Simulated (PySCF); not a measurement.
Compound: C6H8S.
Atom-mapped SMILES: `[CH:1]#[C:2][CH2:3][CH2:4][C:5]([CH3:6])=[S:7]` (hydrogens: H8 on C1; H9, H10 on C3; H11, H12 on C4; H13, H14, H15 on C6)

The closed-shell SCF was solved with PySCF and density fitting under several settings on one GFN2-xTB geometry (grid level 2 and gas phase unless stated).

```tsv
settings	basis functions	SCF cycles	E (Eh)	HOMO (eV)	LUMO (eV)	dipole (D)
PBE0/pcSseg-1	166	14	-631.0833	-6.33	-1.98	2.62
PBE0/def2-SVPD	211	14	-630.8523	-6.37	-2.05	2.73
B97-D/pcseg-1, IEF-PCM water	142	15	-631.3315	-5.32	-2.87	3.83
PBE0/Sadlej pVTZ	248	14	-631.1760	-6.33	-2.01	2.67
PBE0/pcseg-1, level shift 0.2 Eh	142	14	-631.0638	-6.37	-2.03	2.69
```

Q: Estimate the row for these settings: KT3/def2-SVP, IEF-PCM chloroform, fitting basis def2-qzvpp-jkfit.

A: 
```
                                                        settings  basis functions  SCF cycles     E (Eh)  HOMO (eV)  LUMO (eV)  dipole (D)
KT3/def2-SVP, IEF-PCM chloroform, fitting basis def2-qzvpp-jkfit              142          11  -637.9368      -5.12      -2.71        3.07
```

Q: Over all rows, what range does the HOMO–LUMO gap span?

A: From 2.41 eV (KT3/def2-SVP, IEF-PCM chloroform, fitting basis def2-qzvpp-jkfit) to 4.35 eV (PBE0/pcSseg-1). The functional of the narrowest has no exact exchange, that of the widest 25 % exact exchange.

Q: And the dipole moment?

A: From 2.62 D (PBE0/pcSseg-1) to 3.83 D (B97-D/pcseg-1, IEF-PCM water); the largest is 1.46 times the smallest, and the median is 2.71 D.

Q: Compare two rows with the functional PBE0: PBE0/pcSseg-1 and PBE0/def2-SVPD. Which energy is lower, and by how much?

A: PBE0/pcSseg-1 (166 functions) lies 0.2310 Eh or 145 kcal/mol below PBE0/def2-SVPD (211 functions). The smaller set gives the lower energy; the two sets aren't nested, so the variational bound doesn't order them by size.

B97-D ran without the empirical dispersion term, which would shift the total energy alone. Cycle counts include a coarse-grid stage where the run had one. KT3 was designed for NMR shieldings or shifts; total energies of different functionals aren't comparable. Geometry: GFN2-xTB, one conformer.

Shape of the structure used: `[CH:1]#[C:2][CH2:3][CH2:4][C:5]([CH3:6])=[S:7]`: C2–C3–C4–C5 -69°, C3–C4–C5–C6 94°.
